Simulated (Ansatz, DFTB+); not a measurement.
Molecule: C2H3O (charge -1, singlet). SMILES: [CH-]=CO

Atoms: C1, C2, O3, H4, H5, H6. Bonds: C1-C2, C1-H4, C2-O3, C2-H5, O3-H6.

Bond lengths (Å) and angles (degrees) optimised at SCC-DFTB with DFTB+; HF/3-21G with Ansatz (a quantum-chemistry and plane-wave program); B3LYP/LANL2DZ with Ansatz, each started from the B3LYP-D3(BJ)/def2-TZVP structure (Ansatz) of the last column. A row stands for all coordinates that are equal there; 8 of 10 kinds are shown. No wavenumbers were computed at SCC-DFTB, B3LYP/LANL2DZ, so these may be saddle points.

| coordinate | SCC-DFTB | HF/3-21G | B3LYP/LANL2DZ | B3LYP-D3(BJ)/def2-TZVP |
|---|---|---|---|---|
| C1-C2 | 1.337 | 1.324 | 1.354 | 1.325 |
| C1-H4 | 1.137 | 1.109 | 1.120 | 1.105 |
| C2-O3 | 1.463 | 1.458 | 1.479 | 1.431 |
| C2-H5 | 1.140 | 1.084 | 1.102 | 1.098 |
| O3-H6 | 0.984 | 0.970 | 0.989 | 0.972 |
| C1-C2-O3 | 121.0 | 121.4 | 120.2 | 121.9 |
| C2-C1-H4 | 105.9 | 110.5 | 111.5 | 110.4 |
| C1-C2-H5 | 131.1 | 132.5 | 135.3 | 131.7 |

Mean signed difference of all 5 bond lengths from B3LYP-D3(BJ)/def2-TZVP: SCC-DFTB 0.026 Å, HF/3-21G 0.003 Å, B3LYP/LANL2DZ 0.022 Å.
